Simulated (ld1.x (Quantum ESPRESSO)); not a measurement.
magnesium (Mg): excitation energies, all-electron against TM

```
Element                 : magnesium
Generator               : ld1.x (Quantum ESPRESSO) 7.5
Type                    : norm-conserving Troullier–Martins (Kleinman–Bylander form)
Functional              : LDA (PZ)
Relativity              : scalar-relativistic
Frozen core             : [He]
Valence charge          : 10
Reference configuration : 2s2 2p6 3s0 3p0 (charge +2)
Partial waves           : 2s (bound): rc 1.00 bohr; 2p (bound): rc 0.95 bohr
Local potential         : the p channel
Core correction         : Bessel-smoothed model core inside 0.55 bohr
```

Energies are relative to the spin-unpolarised reference configuration 2s2 2p6 3s0 3p0; without spin polarisation the order of configurations can differ from experiment. Spin-polarised rows fill each open shell by Hund’s rule, majority spin first.

| valence configuration | charge | ΔE all-electron (eV) | error AE − PS (meV) |
| --- | --- | --- | --- |
| 2s2 2p6 3s2 3p0 | 0 | -23.122 | -56 |
| 2s2 2p6 3s1 3p0 | +1 | -15.048 | -39 |
| 2s2 2p5 3s2 3p0 | +1 | 35.523 | -37 |
| 2s2 2p6 3s0 3p2 | 0 | -15.853 | -75 |
| 2s1 2p6 3s2 3p0 | +1 | 67.786 | -266 |
| 2s2 2p6 3s0 3p1 | +1 | -10.657 | -59 |
| 2s2 2p6 3s1.5 3p0 (spin-polarised) | +0.5 | -19.987 | -50 |

Q: What are ΔE and the potential's error for 2s2 2p6 3s1.5 3p0?

A: ΔE = -19.930 eV all-electron; the error (AE − PS) is -50 meV.

Q: What are ΔE and the potential's error for 2s2 2p6 3s1 3p0 (spin-polarised)?

A: ΔE = -15.369 eV all-electron; the error (AE − PS) is -39 meV.

Levels in the configuration 2s2 2p6 3s1.5 3p0:

| level | all-electron (eV) | pseudo (eV) |
| --- | --- | --- |
| 2s | -83.566 | -83.594 |
| 2p | -50.991 | -51.019 |
| 3s | -8.032 | -8.015 |
